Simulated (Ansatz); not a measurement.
`[OH][Ga]([OH])[O][SiH3]`, 10 atoms. The species carries charge 0 and has multiplicity 1. Correlated methods include outer-core shells of Ga, which these sets cover unevenly. Scalar relativity is left out up to krypton. All runs use 4 threads of an Arm Neoverse V1 on a shared host. Correlated methods freeze the cores.

(1) Give the basis size and wall time and peak host memory of each of these runs in Ansatz. RKS LC-ωPBE/def2-TZVPP energy; direct RPA on PBE orbitals/def2-TZVPP energy; RHF-CCSD(T)/def2-SVP energy; RKS PBE0-D4/def2-SVP energy; RKS PBE0-D4/def2-TZVP frequencies; RKS ωB97X-V/def2-TZVPP energy; RHF-MP2/def2-QZVPP energy; RKS r2SCAN-D4/def2-TZVPP energy and forces; RHF-CCSD(T)/def2-TZVPP energy; RKS PBE0-D4/def2-QZVPP energy; RKS PBE0-D4/def2-TZVP relaxation (36 steps); RKS ωB97M-V/def2-QZVPP energy. (An estimate is asked.)

Results:

(1) Ansatz gave: Other jobs shared the machine, so times are rough.

```csv
level,job,functions,wall time,peak host memory (GiB)
RKS PBE0-D4/def2-SVP,energy,117,1.9 s,0.26
RKS LC-ωPBE/def2-TZVPP,energy,253,3.3 s,0.5
RKS r2SCAN-D4/def2-TZVPP,energy and forces,253,7 s,0.38
direct RPA on PBE orbitals/def2-TZVPP,energy,253,8 s,0.64
RKS ωB97X-V/def2-TZVPP,energy,253,11 s,0.89
RHF-CCSD(T)/def2-SVP,energy,117,11 s,0.61
RKS PBE0-D4/def2-QZVPP,energy,480,16 s,2
RKS ωB97M-V/def2-QZVPP,energy,480,31 s,2.4
RHF-MP2/def2-QZVPP,energy,480,38 s,2.9
RKS PBE0-D4/def2-TZVP,relaxation (36 steps),208,2.7 min,0.63
RKS PBE0-D4/def2-TZVP,frequencies,208,3.2 min,0.62
RHF-CCSD(T)/def2-TZVPP,energy,253,5.1 min,5.7
```

LC-ωPBE has ω = 0.4 bohr⁻¹.
